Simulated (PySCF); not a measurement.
**Orbital picture of AsC⁻**

MN15 at R = 1.719 Å; PySCF, no relativity, basis sets As aug-pcseg-1, C aug-pcseg-1. State: ¹Σ⁺ (singlet), closed shell. Only the outer orbitals are listed, counted within each symmetry.

```
orbital  occ.  ε (eV)  on As (%)           main shells (%)
     8σ     2  -13.33         52           44 As s, 42 C s
     9σ     2   -6.46         64  46 As s, 33 C s, 17 As p
    10σ     2   -1.95         31   48 C p, 27 As p, 21 C s
     4π     2   -1.90         60           59 As p, 39 C p
     4π     2   -1.90         60           59 As p, 39 C p
     5π     0    4.55         67           63 As p, 35 C p
     5π     0    4.55         67           63 As p, 35 C p
```

Q: Which are the highest filled and the lowest empty level, where do they sit, and how wide is the gap?

A: Highest filled 4π at -1.90 eV (in %: 59 As p, 39 C p); lowest empty 5π at 4.55 eV (in %: 63 As p, 35 C p); the gap at MN15 is 6.45 eV. An empty level above zero is unbound, and its energy depends on the basis.

| Quantity | Value |
| --- | --- |
| bond order (Mayer) | 2.63 |
| ⟨S²⟩ | 0.000 |
| charge on As (Mulliken, basis-dependent) | -0.33 |
| charge on As (Löwdin, basis-dependent) | -0.03 |
| dipole moment (positive dipole points towards C; it is taken about the centre of mass and depends on that origin) | -3.96 D |
